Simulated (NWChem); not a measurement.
System: C₂, singlet; SMILES [C]=[C]

Input file for NWChem:

```
start job
memory heap 200 mb stack 700 mb global 900 mb
geometry units angstroms noautosym nocenter noautoz
  C      0.000000     0.000000    -0.623086
  C      0.000000     0.000000     0.623086
end
basis spherical
  C library 6-31g*
end
dft
  xc m06-2x
  iterations 150
end
cosmo
  do_cosmo_smd true
  solvent dcm
end
task dft energy
```

NWChem printed, in part:

```
             Northwest Computational Chemistry Package (NWChem) 7.3.0
             --------------------------------------------------------

                             Geometry "geometry" -> ""
                             -------------------------

 Output coordinates in angstroms (scale by  1.889725989 to convert to a.u.)

  No.       Tag          Charge          X              Y              Z
 ---- ---------------- ---------- -------------- -------------- --------------
    1 C                    6.0000     0.00000000     0.00000000    -0.62308600
    2 C                    6.0000     0.00000000     0.00000000     0.62308600

 Effective nuclear repulsion energy (a.u.)      15.2871200476

                                 NWChem DFT Module
                                 -----------------

 Summary of "ao basis" -> "ao basis" (spherical)
 ------------------------------------------------------------------------------
       Tag                 Description            Shells   Functions and Types
 ---------------- ------------------------------  ------  ---------------------
 C                           6-31g*                  6       14   3s2p1d

 in cosmo_initialize ...
 calling solv_data for solv:dcm

 solvent parameters
 solvname_short: dcm
 solvname_long:  dichloromethane
 dielec:        8.9300
 dielecinf:     2.0283
 nonaqueous SMD model solvent descriptors
 dielec:        8.9300
 sola:          0.1000
 solb:          0.0500
 solc:          0.0000
 solg:         39.1500
 solh:          0.6670
 soln:          1.4242

          ---------------
          -cosmo- solvent
          ---------------
 Cosmo: York-Karplus, doi: 10.1021/jp992097l
 dielectric constant -eps-     =   8.93
 screen = (eps-1)/(eps    )    =   0.88802
 surface charge correction     = lagrangian

   van der Waals surface
 --------------------------

 ---------- ATOMIC COORDINATES (A.U.) ------------ VDWR(ANG.) --
     1    0.00000000    0.00000000   -1.17746181     1.850
     2    0.00000000    0.00000000    1.17746181     1.850
 number of segments per atom =        128
 number of   points per atom =        128
 atom (   nspa,  nppa )
 ----------------------
    1 (     92,     0 )       0
    2 (     92,     0 )       0
 number of -cosmo- surface points =      184
 molecular surface =     61.402 angstrom**2
 molecular volume  =     39.386 angstrom**3
 -lineq- algorithm             =   0
 -bem- low  level              =   3
 -bem- from -octahedral-
 gaussian surface charge width =   4.50000
 degree of switching           =   1.00000
 switching function tolerance  =   0.00010
 atomic radii =
 --------------
    1  6.000  1.850
    2  6.000  1.850
 ...... end of -cosmo- initialization ......

[...]

                                COSMO-SMD solvation results
                                ---------------------------

             internal energy in gas <Psi(g)|H|Psi(g)> =       -75.844110798734
         internal energy in solvent <Psi(s)|H|Psi(s)> =       -75.844020286842
                               delta internal energy  =         0.000090511892 (    0.06 kcal/mol)
   total free energy in solvent <Psi(s)|H+V/2|Psi(s)> =       -75.845806293683
 polarization energy contribution <Psi(s)|V/2|Psi(s)> =        -0.001786006841 (   -1.12 kcal/mol)
    total free energy in solvent including G(SMD-CDS) =       -75.841597251106
                       G(SMD-CDS) energy contribution =         0.004209042577 (    2.64 kcal/mol)
     1 M fixed-concentration free energy of solvation =         0.002513547628 (    1.58 kcal/mol)

                       DFT Final Molecular Orbital Analysis
                       ------------------------------------

 Vector    4  Occ=2.000000D+00  E=-4.506050D-01
              MO Center=  5.7D-14, -5.6D-16,  1.3D-05, r^2= 1.8D+00
   Bfn.  Coefficient  Atom+Function         Bfn.  Coefficient  Atom+Function
  ----- ------------  ---------------      ----- ------------  ---------------
     6      0.424677  1 C  s                 20     -0.424678  2 C  s
     2      0.309570  1 C  s                 16     -0.309571  2 C  s
     5     -0.207304  1 C  pz                19     -0.207314  2 C  pz
     1     -0.145424  1 C  s                 15      0.145423  2 C  s
     9     -0.129506  1 C  pz                23     -0.129509  2 C  pz

 Vector    5  Occ=2.000000D+00  E=-3.823566D-01
              MO Center=  9.8D-15, -4.9D-15,  6.3D-06, r^2= 1.2D+00
   Bfn.  Coefficient  Atom+Function         Bfn.  Coefficient  Atom+Function
  ----- ------------  ---------------      ----- ------------  ---------------
     4      0.434670  1 C  py                18      0.434676  2 C  py
     8      0.241977  1 C  py                22      0.241980  2 C  py
    11      0.028861  1 C  d -1              25     -0.028861  2 C  d -1

 Vector    6  Occ=2.000000D+00  E=-3.823566D-01
              MO Center= -9.6D-13,  5.9D-15,  6.3D-06, r^2= 1.2D+00
   Bfn.  Coefficient  Atom+Function         Bfn.  Coefficient  Atom+Function
  ----- ------------  ---------------      ----- ------------  ---------------
     3      0.434670  1 C  px                17      0.434676  2 C  px
     7      0.241977  1 C  px                21      0.241980  2 C  px
    13     -0.028861  1 C  d  1              27      0.028861  2 C  d  1

 Vector    7  Occ=0.000000D+00  E=-2.020744D-01
              MO Center=  9.4D-13, -9.7D-16, -1.5D-05, r^2= 1.7D+00
   Bfn.  Coefficient  Atom+Function         Bfn.  Coefficient  Atom+Function
  ----- ------------  ---------------      ----- ------------  ---------------
     5      0.448317  1 C  pz                19     -0.448318  2 C  pz
     6     -0.339856  1 C  s                 20     -0.339844  2 C  s
     9      0.237725  1 C  pz                23     -0.237723  2 C  pz
     2     -0.046787  1 C  s                 16     -0.046782  2 C  s
     1      0.040272  1 C  s                 15      0.040269  2 C  s

[...]
```

Level: M06-2X/6-31G* (spherical d), SMD on the gas-phase geometry. Low-valent species are run as closed-shell singlets; no triplet was tried in these runs. Coordinates come from a PBE0-D3(BJ)/def2-TZVP optimisation. Solvent: dichloromethane.
